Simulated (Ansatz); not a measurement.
Reaction (silylene loss): `[F][In]([F])[O][SiH3]` → `[OH][In]([F])[F]` + `[SiH2]`

Computed with Ansatz on PBE0-D4/def2-TZVP structures; ΔE is electronic, products minus reactants. CCSD(T)/CBS adds triple-zeta CCSD(T) − MP2 to the extrapolated MP2 energy (def2 sets, frozen cores). This one scheme is used for every species. Functionals use def2-TZVPP. def2 core potentials past Kr. For In outer-core shells are correlated without core-valence functions, which leaves a few kJ/mol of doubt a bond. One conformer a species, not always the lowest.

`[F][In]([F])[O][SiH3]`:

Z-matrix (Å, degrees):
```
Si
O 1 1.643
H 1 1.484 2 107.7
H 1 1.489 2 110.9 3 -119.8
H 1 1.488 2 110.8 3 119.8
In 2 1.942 1 136.2 3 175.5
F 6 1.921 2 121.4 1 -179.8
F 6 1.928 2 121.9 1 0.1
```

`[OH][In]([F])[F]`:

Cartesian coordinates in Å:
```
O 0.136 0.125 1.515
In -0.188 -0.221 -0.381
F -1.342 -1.620 -1.019
F 0.654 0.852 -1.753
H 0.740 0.864 1.637
```

`[SiH2]`:

Cartesian coordinates in Å:
```
Si -0.243 0.584 0.326
H 1.096 -0.146 0.303
H -0.853 -0.437 -0.629
```

CCSD(T)/CBS gives +333.1 kJ/mol.

Question: Another level gave +347.1 kJ/mol. Which?
A. r2SCAN-D4/def2-TZVPP
B. r2SCAN0-D4/def2-TZVPP
C. HF/def2-TZVPP
D. PBE/def2-TZVPP

Answer: A. r2SCAN-D4 347.1, HF/def2-TZVPP 336.8, r2SCAN0-D4 352.3, PBE 310.5 kJ/mol.

Largest T1 diagnostic among the species: 0.018.

The D4 term adds +9.9 kJ/mol with B3LYP and +5.4 kJ/mol with PBE0; it sums over pairs of atoms, weighted by their polarisabilities, and B3LYP, whose exchange is more repulsive, gets the larger term. From PBE to PBE0 (25 % exact exchange), in def2-TZVPP and without D4, ΔE moves by +16.6 kJ/mol.

B3LYP here is the variant with VWN-RPA as its local correlation; programs differ in this.
